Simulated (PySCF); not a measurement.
PBE on Kr⁺ (krypton, charge +1)

Configuration: [Ar] 3d10 4s2 4p5, 2P determinant. Calculation: PySCF 2.14, in x2c-TZVPall; the spin-free X2C one-electron Hamiltonian (Gaussian nucleus).

```json
{
 "Total energy": "-2789.139 hartree",
 "One-electron energy": "-3860.019 hartree",
 "Hartree (Coulomb) energy": "1167.454 hartree",
 "Exchange-correlation energy": "-96.574 hartree",
 "⟨S²⟩": "0.7519",
 "⟨L²⟩": "2.013",
 "Sum of ⟨r⟩": "23.50 bohr",
 "Sum of ⟨r²⟩": "31.61 bohr²",
 "Traceless quadrupole moment −½Σ⟨3z² − r²⟩ along its main axis": "1.43 e·bohr²",
 "Langevin diamagnetic susceptibility": "-25.0 ×10⁻⁶ cm³/mol",
 "Time after the integrals": "0.29 s of wall time on 1 thread of Intel(R) Xeon(R) 6975P-C (shared host)"
}
```

| shell | electrons | mean orbital energy (hartree) | spread (hartree) | rms radius, mean of both spins (bohr) |
| --- | --- | --- | --- | --- |
| 1s α | 1 | -520.19415 | 0 | 0.0478 |
| 1s β | 1 | -520.19142 | 0 | 0.0478 |
| 2s α | 1 | -68.93890 | 0 | 0.199 |
| 2s β | 1 | -68.93741 | 0 | 0.199 |
| 2p α | 3 | -61.02122 | 0.01016 | 0.177 |
| 2p β | 3 | -61.01863 | 0.00599 | 0.177 |
| 3s α | 1 | -10.13842 | 0 | 0.568 |
| 3s β | 1 | -10.13476 | 0 | 0.568 |
| 3p α | 3 | -7.61579 | 0.02678 | 0.584 |
| 3p β | 3 | -7.61168 | 0.02003 | 0.584 |
| 3d α | 5 | -3.43870 | 0.02655 | 0.616 |
| 3d β | 5 | -3.43362 | 0.01821 | 0.616 |
| 4s α | 1 | -1.26480 | 0 | 1.65 |
| 4s β | 1 | -1.22646 | 0 | 1.65 |
| 4p α | 3 | -0.73468 | 0.05608 | 1.97 |
| 4p β | 2 | -0.70020 | 0 | 1.97 |

Densities and radii are taken from the X2C orbitals without a picture-change correction, which distorts them close to the nucleus.
